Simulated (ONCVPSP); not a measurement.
# ruthenium, ONCV: configuration errors across variants

Ru (Z = 44), optimised norm-conserving Vanderbilt (ONCV), made with ONCVPSP 4.0.1 (PBEsol, scalar-relativistic). Core [Ar] 3d10, reference 4s2 4p6 4d7 (charge +1). Waves: 4s: rc 1.70 bohr, ncon 3, nbas 7, qcut 9 1/bohr, 2 projectors, debl 3.5 Ha; 4p: rc 1.65 bohr, ncon 4, nbas 8, qcut 10.1 1/bohr, 3 projectors, debl 1.3 Ha; 4d: rc 1.60 bohr, ncon 4, nbas 8, qcut 5.9 1/bohr, 2 projectors, debl 0.9 Ha. Local part: polynomial inside 1.25 bohr (lpopt 3, dvloc0 -1 Ha). Core correction: none.

In the p channel the program set the typed energies aside and used -1.977, 0.250, 1.550 Ha.

All-electron excitation energies from the reference (eV): (1) 4s2 4p6 4d7 5s1 -7.300; (2) 4s2 4p6 4d6 18.185; (3) 4s2 4p6 4d5 48.794; (4) 4s2 4p5 4d7 5s1 45.058.

2 further variants failed, have other tests or another functional or relativity, and are left out.

Errors AE − PS in meV (a dash: test not solved or not reliable):

| change | (1) | (2) | (3) | (4) | bound ghosts | GHOST(+) flags above zero |
| --- | --- | --- | --- | --- | --- | --- |
| base | +1.8 | +0.2 | +7.9 | -61 | none | none |
| local potential polynomial inside 1.25 bohr (lpopt 3, dvloc0 1 Ha) | +1.7 | +0.2 | +7.9 | -61 | none | none |
| local potential polynomial inside 1.30 bohr (lpopt 5, dvloc0 0 Ha) | +1.8 | +0.2 | +7.9 | -61 | none | none |
| d: debl 2.05 | +1.8 | +0.2 | +8.0 | -61 | none | none |
| s: rc 1.52 | +1.6 | +0.2 | +7.9 | -64 | none | none |
| s: rc 2.08 | +1.6 | +0.2 | +7.9 | -54 | none | none |
| s: nbas 8 | +1.8 | +0.2 | +7.9 | -61 | none | none |

Give the same row for: s: nproj 3.

+1.4, +0.2, +7.9, -62; bound ghosts: none; GHOST(+) flags above zero: s.
